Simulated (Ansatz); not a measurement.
Reactions of CH6ClNOSi, SMILES `C[Si](N)(O)Cl`.

Isolated molecules relaxed with PBE0-D4/def2-TZVP in Ansatz; ΔE leaves out vibrations. CCSD(T)/CBS is the MP2 limit (def2-TZVPP, def2-QZVPP) plus CCSD(T) − MP2 in def2-TZVPP, frozen cores. This one scheme is used for every species. One conformer a species, not always the lowest.

**Question.** Order these by ΔE at CCSD(T)/CBS, lowest first. (Estimate.)
A. `C[Si](N)(O)Cl` + H–F → `C[Si](N)(O)F` + HCl
B. `C[Si](N)(O)Cl` + `CO[Si](F)(F)S` → `CO[Si](F)(F)SC` + `N[SiH](O)Cl`
C. `C[Si](N)(O)Cl` + `CC` → `CC[Si](N)(O)Cl` + CH₄
D. `C[Si](N)(O)Cl` + BH₃ → `B[Si](C)(N)O` + HCl

**Answer.** A (-10.9 kcal/mol), C (+0.3 kcal/mol), B (+15.2 kcal/mol), D (+34.7 kcal/mol).

Largest T1 diagnostic: 0.012, for `CO[Si](F)(F)S`.
